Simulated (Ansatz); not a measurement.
Input file for Ansatz (a first-principles code): R-CCSD(T)/aug-cc-pVTZ on C3H2O (a complex), monomers drawn apart or pushed together.

Ansatz 0.2 input:
```yaml
crystal:
  periodic: [false, false, false]
  atoms:
    - {symbol: C, position_ang: [-0.14136296, 0.60135673, -0.49772889]}
    - {symbol: C, position_ang: [0.33868034, -0.29403580, 0.13533121]}
    - {symbol: H, position_ang: [-0.56670585, 1.39547260, -1.06143003]}
    - {symbol: H, position_ang: [0.76126688, -1.08504836, 0.70559523]}
    - {symbol: C, position_ang: [-0.09981950, -0.97086015, 6.30297125]}
    - {symbol: O, position_ang: [-0.65440754, -0.24002146, 6.95316339]}
basis:
  gaussian:
    orbitals: aug-cc-pVTZ
magnetization: {spin_polarized: false}
correlation: {method: ccsd_t, electrons: outside_noble_gas}
scf: {lower_state_search: off}
```

The log:

```
WARN ansatz: RAYON_NUM_THREADS=2 ignored (pool sized by the plan → 2); use --threads N
Functional definition: HF
these checks for a lower state are left out or cut short: stability, starts, cluster_reference, orbital_swaps, neighbouring_geometries, increment
integrals: 1.16 GiB planned
1368 factors; integrals over basis functions are off by at most 3.6e-4 eV
mean field: 0.60 GiB planned
mean field evaluation 1: about -5157.2569 eV, gradient 3.7e1 eV
mean field evaluation 2: about -5157.2590 eV, gradient 3.7e1 eV
mean field evaluation 4: about -5160.1126 eV, gradient 4.9e0 eV
mean field evaluation 8: about -5160.1649 eV, gradient 3.1e-5 eV
mean field -5160.16490858 eV, -189.6325627048 hartree, gradient 1.7e-6 eV, S^2 0.000000; 0 other end points of the search recorded, 0 dependent functions left out
4 core orbitals not correlated
reference -5160.16490858 eV, -189.6325627048 hartree; 10, 10 occupied and 216, 216 virtual orbitals, 1368 factors
second order -18.31813794 eV of doubles, -0.00000000 eV of singles
coupled cluster: 4.01 GiB planned
cycle   1  -17.97607212 eV  change    3.4e-1 eV  update   1.2e-1
cycle   2  -18.55354755 eV  change   -5.8e-1 eV  update   3.8e-2
cycle   3  -18.70521223 eV  change   -1.5e-1 eV  update   1.9e-2
cycle   4  -18.69458921 eV  change    1.1e-2 eV  update   4.7e-3
cycle   5  -18.69782158 eV  change   -3.2e-3 eV  update   1.8e-3
cycle   6  -18.69898356 eV  change   -1.2e-3 eV  update   4.2e-4
cycle   7  -18.69890885 eV  change    7.5e-5 eV  update   1.1e-4
cycle   8  -18.69899448 eV  change   -8.6e-5 eV  update   3.0e-5
cycle   9  -18.69899251 eV  change    2.0e-6 eV  update   7.7e-6
perturbative correction -0.92954579 eV, -0.0341601777 hartree
Total energy: -5179.79344687 eV, -190.3538981825 hartree
Checks for a lower state left out: stability, starts, cluster_reference, orbital_swaps, neighbouring_geometries, increment
```

The run converged.

Cost: around 100 core-seconds (rough).
